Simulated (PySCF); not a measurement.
BH4P, SMILES BP.

Geometry: B3LYP-D3(BJ)/def2-TZVP.

Level of theory: ωB97X/def2-TZVPD (PySCF).

The molecule is in vacuum.

* **total energy**: -368.58305 hartree
* **point group**: Cs
* **highest occupied level**: -9.80 eV
* **lowest empty level**: 0.37 eV
* **orbital gap**: 10.17 eV
* **dipole moment**: 0.76 D
* **quadrupole, principal values (traceless, Buckingham form, about the centre of nuclear charge)**: -2.14, 0.91, 1.23 D·Å
* **mean static polarisability**: 45.3 bohr³ (6.71 Å³)
* **polarisability, principal values**: 38.7, 41.1, 56.1 bohr³
